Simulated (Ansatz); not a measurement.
## Ansatz (development build ahead of 0.2.0) run

```yaml
crystal:
  periodic: [false, false, false]
  atoms:
    - { symbol: Be, position_ang: [0.0, 0.0, 0.0] }
    - { symbol: O, position_ang: [0.0, 0.0, 1.331] }
basis:
  gaussian: { orbitals: def2-SVP }
total_charge: 1
magnetization:
  initial_magnetization: 1
hamiltonian:
  xc: hf
correlation:
  method: ccsd_t
  frozen_orbitals: { Be: 0, O: 1 }
```

The input is written out in the form of the current development build from the run's settings. Correlation on restricted open-shell orbitals is semicanonical, with singles.

Output:

* Converged: yes
* Reference energy: -89.02247 hartree
* Correlation energy: -0.17284 hartree
* Total energy: -89.19531 hartree
* Stability test: minimum among restricted orbitals
